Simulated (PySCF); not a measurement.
Two species compared at the same levels of theory.

First species: 4-ethynylbenzonitrile, C9H5N.
SMILES with atom numbers: `[CH:1]#[C:2][c:3]1[cH:4][cH:5][c:6]([C:7]#[N:8])[cH:9][cH:10]1` (hydrogens: H11 on C1; H12 on C4; H13 on C5; H14 on C9; H15 on C10)

Second species: C7H6FN.
InChI=1S/C7H6FN/c1-5-3-7(8,4-9)6(5)2/h1-3H2/t7-/m0/s1

Levels: PBE0/def2-SVPD for dipole moment, HOMO energy, LUMO energy, HOMO–LUMO gap, static isotropic polarisability and electronic spatial extent ⟨r²⟩ about the centre of nuclear charge; TDDFT PBE0/def2-SVPD for lowest singlet excitation; TDA PBE0/def2-SVPD for lowest triplet excitation (Tamm–Dancoff); GFN2-xTB for rotational constant A and rotational constant C. Geometries: GFN2-xTB. Each structure is a single optimised conformer of the isolated species, non-relativistic unless stated; the electronic structure was computed with PySCF and density fitting.

Task: Which has the higher rotational constant C?

Result: The second: 1.249 GHz against 0.641 GHz, a difference of 0.608 GHz.

Task: Which has the higher ⟨r²⟩?

Result: The first: 1630 bohr² against 1092 bohr², a difference of 538 bohr².

Task: Which has the higher HOMO–LUMO gap?

Result: The second: 5.39 eV against 5.28 eV, a difference of 0.11 eV.

Task: Which of the two has the higher S1 energy, and by how much?

Result: The second: 5.04 eV against 4.84 eV, a difference of 0.20 eV.

Task: Which has the higher dipole moment?

Result: The first: 4.33 D against 3.94 D, a difference of 0.39 D.

Task: Which has the higher static isotropic polarisability?

Result: The first: 113.5 au against 86.2 au, a difference of 27.3 au.

Task: Which of the two has the higher HOMO energy, and by how much?

Result: The first: -7.45 eV against -7.51 eV, a difference of 0.06 eV.

Task: Which has the higher rotational constant A?

Result: The first: 5.697 GHz against 2.460 GHz, a difference of 3.237 GHz.

On the first: The polarisability is 16.81 Å³ as a volume (1 au = 0.148185 Å³), or 1.72 au for each of the 66 electrons. No computed singlet falls in the visible range (750 to 380 nm, 1.65 to 3.26 eV); S1 lies 1.58 eV above its blue end.

On the second: A dipole of 3.94 D is allowed in C1, and pure rotational transitions are dipole-allowed. The dipole matches unit charges of opposite sign 0.82 Å apart (1 e·Å = 4.8032 D).
